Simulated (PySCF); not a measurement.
## Aluminium: a sound run and one with changed settings

Sound run: Al⁺ [Ne] 3s2, Al²⁺ [Ne] 3s1. All numbers are calculated (PySCF 2.14, the non-relativistic Hamiltonian (point nucleus), in pcseg-2 (5s4p2d1f, 34 functions)). The sound run starts from symmetry-adapted Hartree-Fock orbitals and uses a fine grid where one is needed.

Changed run: initial guess minao, at most 3 SCF cycles. This setting is unsound on purpose.

```
species  method  sound run (hartree)  changed run (hartree)  converged
    Al⁺     UHF           -241.66511             -241.66509         no
    Al⁺    PBE0           -242.02840             -242.02840         no
    Al⁺    BP86           -242.16360             -242.16360         no
   Al²⁺     UHF           -241.02210             -241.02199         no
   Al²⁺    PBE0           -241.34326             -241.34324         no
   Al²⁺    BP86           -241.47125             -241.47124         no
```

The SCF was stopped early; the energies are upper bounds that still move, and correlated levels were skipped or rest on poor orbitals.
